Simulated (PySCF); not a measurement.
## Dipole moment and polarisability of `CO[Si@@H](F)C(F)(F)F`

Compound: C₂H₄F₄OSi.
Atom-mapped SMILES: `[CH3:1][O:2][Si@@H:3]([F:4])[C:5]([F:6])([F:7])[F:8]` (hydrogens: H9, H10, H11 on C1; H12 on Si3)

Geometry (GFN2-xTB, Å), atoms numbered from 1 in this order:
```xyz
12
C2H4F4OSi angstrom
C     -1.9474    0.3468   -0.1674
O     -1.0202   -0.7192   -0.1316
Si     0.5281   -0.9446   -0.4065
F      0.9495   -0.6553   -1.9259
C      1.6124    0.3455    0.5772
F      1.1376    1.6073    0.4574
F      2.9035    0.3972    0.2083
F      1.6194    0.0889    1.9032
H     -2.1349    0.6408   -1.2003
H     -1.5714    1.2049    0.3896
H     -2.8697   -0.0124    0.2878
H      0.7944   -2.3006   -0.0178
```

Level: PBE0/def2-SVPD (PySCF), static field, nuclei fixed, core orbitals frozen in the response. The polarisability tensor in these axes (au):

```
x   60.07 -1.79  0.94
y   -1.79 53.44  1.14
z    0.94  1.14 50.44
```

Problem. What are the eigenvalues, a third of the trace, and Δα (Δα² = ½Σ(αi − αj)² over the three pairs)?

Solution. Principal values 49.84, 53.54 and 60.56 au; mean 54.65 au = 8.10 Å³ = 9.01 × 10⁻⁴⁰ C²·m²/J; Δα = 9.43 au (17 % of the mean).

Problem. What is the dipole moment, and where does it point?

Solution. (-2.48, -0.58, -0.06) D, 2.55 D in size, pointing from the negative to the positive side. Measured along this direction, the outermost atoms are F7 at the negative end and H11 at the positive end.

Problem. In a dilute gas of rigid molecules at 400 K, how does the orientational term μ²/3kT compare with the electronic polarisability?

Solution. In Gaussian units μ²/3kT = 39.30 Å³ against 8.10 Å³, a ratio of 4.85; the Debye molar polarisation (4π/3)N_A(α + μ²/3kT) is 119.6 cm³/mol, leaving out the vibrational part.

Problem. Estimate the molar refractivity from the static electronic polarisability.

Solution. Lorentz–Lorenz: R = (4π/3)N_A α = 2.5225 cm³/(mol·Å³) × 8.10 Å³ = 20.4 cm³/mol, in the limit of long wavelengths.

Problem. Traceless (Buckingham) quadrupole moment about the centre of nuclear charge: eigenvalues?

Solution. -6.09, -2.24, 8.33 D·Å. The values depend on the origin, since the dipole doesn't vanish. The electronic extent ⟨r²⟩ about the same centre is 1111 bohr², a root-mean-square distance of 2.05 Å for the 74 electrons.

Problem. What depolarisation ratio follows for Rayleigh scattering of linearly polarised light, taking the static tensor?

Solution. ρ = 3Δα²/(45ᾱ² + 4Δα²) = 267.0/(134394 + 356.0) = 0.00198.

Problem. Along which axes do the principal values lie, and how far do the nuclei extend along each?

Solution. Largest value along (0.97, -0.23, 0.06), where the nuclei span 5.50 Å; middle along (0.19, 0.90, 0.39), 3.77 Å; least along (-0.15, -0.36, 0.92), 3.15 Å. The response follows the extents in order.

One conformer (not necessarily the lowest) at the GFN2-xTB geometry, without solvent, vibrations or thermal averaging.
